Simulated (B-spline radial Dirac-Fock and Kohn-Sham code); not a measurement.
Level of theory: Dirac-Fock orbitals of the configuration average with a finite nucleus; a B-spline atomic structure program.

Question: This computed X-ray form factor belongs to an atom or ion in its tabulated ground configuration. Which?

```tsv
sin θ/λ (Å⁻¹)	f₀
0.05	5.000
0.35	4.980
0.4	4.973
0.5	4.958
0.7	4.919
1.6	4.599
3	3.801
5	2.639
6	2.211
```

Answer: Tm⁶⁴⁺, with 5 electrons in [He] 2s2 2p1. f₀ tends to the number of electrons as s goes to zero, which the first rows give only roughly, and the rate of fall reflects the nuclear charge, 69.

Question: This computed X-ray form factor belongs to an atom or ion in its tabulated ground configuration. Which?

```
sin θ/λ (Å⁻¹)      f₀
         0.05  17.330
          0.2  11.987
          0.7   5.920
          1.1   3.509
          1.2   3.070
          1.6   1.967
          1.8   1.686
            4   0.773
            6   0.367
```

Answer: Cl⁻, with 18 electrons in [Ne] 3s2 3p6. f₀ tends to the number of electrons as s goes to zero, which the first rows give only roughly, and the rate of fall reflects the nuclear charge, 17.

Question: This computed X-ray form factor belongs to an atom or ion in its tabulated ground configuration. Which?

```
sin θ/λ (Å⁻¹)     f₀
          0.1  3.979
          0.2  3.916
         0.35  3.753
         0.45  3.606
          0.5  3.524
          0.8  2.968
          1.2  2.276
            2  1.555
            4  0.952
```

Answer: K¹⁵⁺, with 4 electrons in [He] 2s2. f₀ tends to the number of electrons as s goes to zero, which the first rows give only roughly, and the rate of fall reflects the nuclear charge, 19.

Question: This computed X-ray form factor belongs to an atom or ion in its tabulated ground configuration. Which?

| sin θ/λ (Å⁻¹) | f₀ |
| --- | --- |
| 0.06 | 39.878 |
| 0.21 | 38.555 |
| 0.4 | 35.184 |
| 0.59 | 30.803 |
| 0.73 | 27.506 |
| 0.89 | 24.079 |
| 1.34 | 17.412 |
| 1.64 | 14.700 |
| 2.01 | 12.027 |

Answer: Dy²⁶⁺, with 40 electrons in [Kr] 4d4. f₀ tends to the number of electrons as s goes to zero, which the first rows give only roughly, and the rate of fall reflects the nuclear charge, 66.
